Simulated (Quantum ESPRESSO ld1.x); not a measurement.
Values are calculated unless marked as measured or tabulated.
Ionisation of the niobium ion Nb16+, [Ar] 3d7, to Nb17+, [Ar] 3d6, under several functionals. Scalar-relativistic Kohn-Sham, spin-polarised, spherical densities, point nucleus; open shells are filled with parallel spins first; ld1.x of Quantum ESPRESSO 7.5.

| functional | E(Nb16+) (hartree) | Exc (hartree) | IE (eV) | -e(HOMO) (eV) | <r> HOMO (bohr) | IE error (eV) |
|---|---|---|---|---|---|---|
| LDA (Slater exchange, Perdew-Zunger correlation) | -3699.6055 | -99.7798 | 636.58 | 610.38 | 0.3972 | +0.6 |
| exchange-only LDA | -3696.9181 | -97.0727 | 633.44 | 607.33 | 0.3975 | -2.6 |
| LDA (Slater exchange, VWN5 correlation) | -3699.6198 | -99.7938 | 636.50 | 610.31 | 0.3973 | +0.5 |
| LDA (Slater exchange, Perdew-Wang correlation) | -3699.6080 | -99.7821 | 636.49 | 610.30 | 0.3973 | +0.5 |
| LDA (Slater exchange, Perdew-Zunger correlation) + SIC | -3707.4670 | -107.7523 | 639.54 | 635.38 | 0.3963 | +3.5 |
| LDA (Slater exchange, Perdew-Wang correlation) + SIC | -3707.4770 | -107.7620 | 639.46 | 635.30 | 0.3964 | +3.5 |

NIST Atomic Spectra Database: 636 eV (theoretical). Closest: LDA (Slater exchange, Perdew-Wang correlation). The Delta-SCF values span 6.10 eV, the total energies 10.56 hartree. The highest occupied level is 3d. Open shells are spherical and high-spin; term and fine-structure splittings are not resolved.
